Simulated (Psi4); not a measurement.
A dimer, CH4S ··· Li+ (SMILES CS and [Li+]) (charge +1); the first 6 atoms form monomer A.

```
7

C     -0.4977    -0.0230     0.0024
S      1.1227     0.8070    -0.0921
H     -0.6297    -0.5252     0.9584
H     -0.6298    -0.7272    -0.8162
H     -1.2456     0.7630    -0.0869
H      1.8802    -0.2945     0.0344
Li     1.6436     1.9245    -2.1344
```

What interaction energy does SAPT0/jun-cc-pVDZ, all electrons correlated in Psi4 give, and which attractive term is the largest?

Total -26.56 kcal/mol: electrostatics -21.71, exchange 11.18, induction -15.94, dispersion -0.09. The most attractive term is electrostatics.
